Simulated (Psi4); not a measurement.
C2H3 (SMILES [CH-]=C), charge -1, singlet, geometry from GFN2-xTB (a gas-phase anion, which may not be bound at this level). Base run: CCSD/cc-pVDZ in Psi4 1.11.

The Psi4 input:
```
memory 2 GB

molecule {
-1 1
  C     0.00856514    0.13575372    0.76152728
  C    -0.00697222    0.01624273   -0.56463432
  H     0.02007549   -0.91762162    1.24606451
  H    -0.01955300    0.91982196   -1.20226169
  H    -0.01007999   -0.91417901   -1.22516056
}

set basis cc-pvdz

energy('ccsd')
print_variables()
```

Variants of this job, named by their change:

| change | ΔE vs base (kcal/mol) | MP2 correlation (Eh) | CC correlation without the perturbative part (Eh) | basis functions |
|---|---|---|---|---|
| base | 0.000 | -0.28180 | -0.30935 | 43 |
| method = mp2.5 | 10.21 | -0.28172 | - | 43 |
| puream = on | 0.000 | -0.28180 | -0.30935 | 43 |
| method = lccd | -4.93 | -0.28180 | - | 43 |
| method = mp2 | 17.40 | -0.28172 | - | 43 |
| method = fno-ccsd(t) | -6.76 | -0.28180 | -0.30935 | 43 |
| method = mp4 | -5.79 | -0.28180 | - | 43 |
| method = ccsd(t) | -6.76 | -0.28180 | -0.30935 | 43 |
| cc_type = df | -0.069 | -0.28172 | -0.30955 | 43 |
| method = cisd | 16.60 | -0.28180 | - | 43 |

A gas-phase anion may not be bound at this level; its values then depend on the basis.
